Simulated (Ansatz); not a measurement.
Ansatz results at the PBE0-D4/def2-TZVP geometry: HOMO energy (ωB97M-V/def2-TZVPP) -8.33 eV; LUMO energy (PBE/def2-TZVPP) -0.88 eV; HOMO–LUMO gap (PBE/def2-TZVPP) 3.98 eV.

Each molecule was computed in one conformer, which needn't be the lowest.

Which molecule gave them?
A. `C[O][Zr]1234([NH2])([OH])[C@@H]5[C@H]1[C@H]2[C@@]3(F)[C@@H]54`
B. `C[O][Ti]1234([O]C)([O]C)[C@H]5[C@@H]1[C@@H]2[C@@H]3[C@H]54`
C. `C[O][Ti]1234([Cl])([N](C)C)[C@H]5[C@@H]1[C@@H]2[C@@H]3[C@H]54`
D. `C[O][Hf]1234([CH3])([N](C)C)[C@H]5[C@@H]1[C@@H]2[C@@H]3[C@H]54`

D. The others give `C[O][Zr]1234([NH2])([OH])[C@@H]5[C@H]1[C@H]2[C@@]3(F)[C@@H]54`: -9.01, -0.75, 4.59; `C[O][Ti]1234([Cl])([N](C)C)[C@H]5[C@@H]1[C@@H]2[C@@H]3[C@H]54`: -8.32, -2.26, 2.80; `C[O][Ti]1234([O]C)([O]C)[C@H]5[C@@H]1[C@@H]2[C@@H]3[C@H]54`: -9.03, -1.81, 3.87.
